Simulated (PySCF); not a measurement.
A structure optimised at PBE-D3(BJ)/def2-SVP, used in a PySCF frequency run:

```
C
H 1 1.1003
C 1 1.5182 2 121.89
H 3 1.1106 1 112.32 2 61.44
H 3 1.1106 4 108.68 1 124.91
C 3 1.5182 4 112.32 5 124.91
H 6 1.1003 3 121.89 4 -61.44
C 1 1.5213 2 119.02 3 -145.19
H 8 1.0983 1 124.64 2 11.28
C 8 1.5189 9 129.74 1 77.60
H 10 1.0983 8 129.74 9 0.00
C 6 1.5213 7 119.02 3 -145.19
H 12 1.0983 6 124.64 7 11.28
C 12 1.5189 13 129.74 6 77.60
H 14 1.0983 12 129.74 13 0.00
```

Problem. Write its SMILES, formula and point group.

Solution. C1C2C3C2C2C1C32, C₇H₈, C2v

Problem. What are its rotational constants (standard atomic weights)?

Solution. 4.3752, 4.3269, 3.2317 GHz
